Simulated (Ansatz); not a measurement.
Ansatz (an electronic-structure program) job for Cd(F)(OH) (CdFHO), SMILES [OH][Cd][F], PBE-D3(BJ)/def2-TZVP. 

Ansatz 0.2 input:
```yaml
crystal:
  periodic: [false, false, false]
  atoms:
    - {symbol: Cd, position_ang: [0.24517918, -0.00437768, 0.00000000]}
    - {symbol: F, position_ang: [-0.64784080, -1.70414131, -0.00000000]}
    - {symbol: O, position_ang: [-0.71737626, 1.63746922, 0.00000000]}
    - {symbol: H, position_ang: [-0.19902336, 2.44764691, -0.00000000]}
basis:
  gaussian:
    orbitals: def2-TZVP
hamiltonian:
  xc: pbe
  dispersion: d3bj
relax: {f_tol: 0.002, max_steps: 200}
```

Log of the run:

```
WARN ansatz: RAYON_NUM_THREADS=1 ignored (pool sized by the plan → 1); use --threads N
Functional definition: PBE
integrals: 0.03 GiB planned
720 factors; their error is unknown
mean field: 0.24 GiB planned
mean field evaluation 1: about -9329.5153 eV, gradient 8.8e1 eV
mean field evaluation 2: about -9174.2323 eV, gradient 2.4e2 eV
mean field evaluation 4: about -9336.1961 eV, gradient 6.0e1 eV
mean field evaluation 8: about -9342.5658 eV, gradient 1.0e-1 eV
mean field evaluation 16: about -9342.5592 eV, gradient 2.5e-4 eV
mean field -9342.55917070 eV, -343.3327169091 hartree, gradient 6.4e-6 eV, S^2 0.000000; 0 other end points of the search recorded, 0 dependent functions left out
the calculation of the forces begins
reference -9342.55920882 eV, -343.3327183099 hartree; 19, 19 occupied and 89, 89 virtual orbitals, 720 factors
relax step   1: F+E_penalty+E_count = -9342.60310362 eV  Δ(F+E_penalty+E_count) = +0.000e0 eV  max|allowed force component| = 1.796e0 eV/Å  Δτ_max = 0.0000 Å  (30 SCF iters, accepted)
these checks for a lower state are left out or cut short: starts, cluster_reference, orbital_swaps, neighbouring_geometries, increment
integrals: 0.03 GiB planned
720 factors; their error is unknown
mean field: 0.24 GiB planned
mean field -9342.96986902 eV, -343.3478097939 hartree, gradient 1.8e-5 eV, S^2 0.000000; 0 other end points of the search recorded, 0 dependent functions left out
the calculation of the forces begins
reference -9342.96990711 eV, -343.3478111939 hartree; 19, 19 occupied and 89, 89 virtual orbitals, 720 factors
relax step   2: F+E_penalty+E_count = -9343.01271436 eV  Δ(F+E_penalty+E_count) = -4.096e-1 eV  max|allowed force component| = 8.580e-1 eV/Å  Δτ_max = 0.1968 Å  (38 SCF iters, accepted)
these checks for a lower state are left out or cut short: starts, cluster_reference, orbital_swaps, neighbouring_geometries, increment
integrals: 0.03 GiB planned
720 factors; their error is unknown
mean field: 0.23 GiB planned
mean field evaluation 32: about -9343.2035 eV, gradient 4.3e-3 eV
mean field -9343.19961131 eV, -343.3562526674 hartree, gradient 1.6e-5 eV, S^2 0.000000; 0 other end points of the search recorded, 0 dependent functions left out
the calculation of the forces begins
reference -9343.19964936 eV, -343.3562540658 hartree; 19, 19 occupied and 89, 89 virtual orbitals, 720 factors
relax step   3: F+E_penalty+E_count = -9343.24194687 eV  Δ(F+E_penalty+E_count) = -2.292e-1 eV  max|allowed force component| = 7.954e-1 eV/Å  Δτ_max = 0.1903 Å  (38 SCF iters, accepted)
these checks for a lower state are left out or cut short: starts, cluster_reference, orbital_swaps, neighbouring_geometries, increment
integrals: 0.03 GiB planned
720 factors; their error is unknown
mean field: 0.24 GiB planned
mean field -9343.35296970 eV, -343.3618884845 hartree, gradient 1.3e-5 eV, S^2 0.000000; 0 other end points of the search recorded, 0 dependent functions left out
the calculation of the forces begins
reference -9343.35300865 eV, -343.3618899156 hartree; 19, 19 occupied and 89, 89 virtual orbitals, 720 factors
relax step   4: F+E_penalty+E_count = -9343.39535604 eV  Δ(F+E_penalty+E_count) = -1.534e-1 eV  max|allowed force component| = 4.286e-1 eV/Å  Δτ_max = 0.1999 Å  (36 SCF iters, accepted)
these checks for a lower state are left out or cut short: starts, cluster_reference, orbital_swaps, neighbouring_geometries, increment
integrals: 0.03 GiB planned
720 factors; their error is unknown
mean field: 0.24 GiB planned
mean field -9343.39741310 eV, -343.3635217491 hartree, gradient 2.0e-5 eV, S^2 0.000000; 0 other end points of the search recorded, 0 dependent functions left out
the calculation of the forces begins
reference -9343.39745217 eV, -343.3635231851 hartree; 19, 19 occupied and 89, 89 virtual orbitals, 720 factors
relax step   5: F+E_penalty+E_count = -9343.43987009 eV  Δ(F+E_penalty+E_count) = -4.451e-2 eV  max|allowed force component| = 4.505e-1 eV/Å  Δτ_max = 0.1060 Å  (30 SCF iters, accepted)
these checks for a lower state are left out or cut short: starts, cluster_reference, orbital_swaps, neighbouring_geometries, increment
integrals: 0.03 GiB planned
720 factors; their error is unknown
mean field: 0.24 GiB planned
mean field -9343.40018877 eV, -343.3636237531 hartree, gradient 1.6e-5 eV, S^2 0.000000; 0 other end points of the search recorded, 0 dependent functions left out
the calculation of the forces begins
reference -9343.40022779 eV, -343.3636251871 hartree; 19, 19 occupied and 89, 89 virtual orbitals, 720 factors
relax step   6: F+E_penalty+E_count = -9343.44277006 eV  Δ(F+E_penalty+E_count) = -2.900e-3 eV  max|allowed force component| = 1.933e-1 eV/Å  Δτ_max = 0.1050 Å  (31 SCF iters, accepted)
these checks for a lower state are left out or cut short: starts, cluster_reference, orbital_swaps, neighbouring_geometries, increment
integrals: 0.03 GiB planned
720 factors; their error is unknown
mean field: 0.24 GiB planned
mean field evaluation 64: about -9343.3987 eV, gradient 6.3e-4 eV
mean field -9343.39865811 eV, -343.3635675024 hartree, gradient 1.8e-5 eV, S^2 0.000000; 0 other end points of the search recorded, 0 dependent functions left out
the calculation of the forces begins
reference -9343.39869719 eV, -343.3635689385 hartree; 19, 19 occupied and 89, 89 virtual orbitals, 720 factors
relax step   7: F+E_penalty+E_count = -9343.44128179 eV  Δ(F+E_penalty+E_count) = +1.488e-3 eV  max|allowed force component| = 2.368e-1 eV/Å  Δτ_max = 0.1148 Å  (30 SCF iters, rejected (line search))
these checks for a lower state are left out or cut short: starts, cluster_reference, orbital_swaps, neighbouring_geometries, increment
integrals: 0.03 GiB planned
720 factors; their error is unknown
mean field: 0.24 GiB planned
mean field -9343.40737581 eV, -343.3638878719 hartree, gradient 2.6e-5 eV, S^2 0.000000; 0 other end points of the search recorded, 0 dependent functions left out
the calculation of the forces begins
reference -9343.40741487 eV, -343.3638893075 hartree; 19, 19 occupied and 89, 89 virtual orbitals, 720 factors
relax step   8: F+E_penalty+E_count = -9343.44997998 eV  Δ(F+E_penalty+E_count) = -7.210e-3 eV  max|allowed force component| = 3.570e-2 eV/Å  Δτ_max = 0.0571 Å  (30 SCF iters, accepted)
these checks for a lower state are left out or cut short: starts, cluster_reference, orbital_swaps, neighbouring_geometries, increment
integrals: 0.03 GiB planned
720 factors; their error is unknown
mean field: 0.24 GiB planned
mean field -9343.40755702 eV, -343.3638945315 hartree, gradient 1.3e-5 eV, S^2 0.000000; 0 other end points of the search recorded, 0 dependent functions left out
the calculation of the forces begins
reference -9343.40759610 eV, -343.3638959676 hartree; 19, 19 occupied and 89, 89 virtual orbitals, 720 factors
relax step   9: F+E_penalty+E_count = -9343.45015634 eV  Δ(F+E_penalty+E_count) = -1.764e-4 eV  max|allowed force component| = 9.518e-3 eV/Å  Δτ_max = 0.0060 Å  (32 SCF iters, accepted)
these checks for a lower state are left out or cut short: starts, cluster_reference, orbital_swaps, neighbouring_geometries, increment
integrals: 0.03 GiB planned
720 factors; their error is unknown
mean field: 0.24 GiB planned
mean field -9343.40755872 eV, -343.3638945939 hartree, gradient 1.3e-5 eV, S^2 0.000000; 0 other end points of the search recorded, 0 dependent functions left out
the calculation of the forces begins
reference -9343.40759780 eV, -343.3638960300 hartree; 19, 19 occupied and 89, 89 virtual orbitals, 720 factors
relax step  10: F+E_penalty+E_count = -9343.45015803 eV  Δ(F+E_penalty+E_count) = -1.690e-6 eV  max|allowed force component| = 8.317e-3 eV/Å  Δτ_max = 0.0007 Å  (31 SCF iters, accepted)
these checks for a lower state are left out or cut short: starts, cluster_reference, orbital_swaps, neighbouring_geometries, increment
integrals: 0.03 GiB planned
720 factors; their error is unknown
mean field: 0.24 GiB planned
mean field -9343.40756144 eV, -343.3638946937 hartree, gradient 7.3e-5 eV, S^2 0.000000; 0 other end points of the search recorded, 0 dependent functions left out
the calculation of the forces begins
reference -9343.40760052 eV, -343.3638961298 hartree; 19, 19 occupied and 89, 89 virtual orbitals, 720 factors
relax step  11: F+E_penalty+E_count = -9343.45015948 eV  Δ(F+E_penalty+E_count) = -1.447e-6 eV  max|allowed force component| = 1.950e-4 eV/Å  Δτ_max = 0.0002 Å  (20 SCF iters, accepted)
integrals: 0.03 GiB planned
720 factors; their error is unknown
mean field: 0.24 GiB planned
mean field evaluation 96: about -9331.0400 eV, gradient 8.6e1 eV
mean field -9343.40756144 eV, -343.3638946937 hartree, gradient 7.3e-5 eV, S^2 0.000000; 1 other end points of the search recorded, 0 dependent functions left out
the calculation of the forces begins
reference -9343.40760052 eV, -343.3638961298 hartree; 19, 19 occupied and 89, 89 virtual orbitals, 720 factors
Total energy: -9343.45019856 eV, -343.3654615789 hartree
Atom 0 at    -0.423748    -0.012057    -0.000030 Å, force     0.000073    -0.000195     0.000000 eV/Å
Atom 1 at    -0.236130    -1.949240     0.000043 Å, force    -0.000053     0.000146    -0.000000 eV/Å
Atom 2 at    -0.754817     1.932076    -0.000161 Å, force    -0.000071    -0.000042    -0.000000 eV/Å
Atom 3 at     0.095633     2.405819     0.000148 Å, force     0.000051     0.000091     0.000000 eV/Å
Dipole moment:     0.255038     0.353423     0.000092 e Å
```

The run converged.
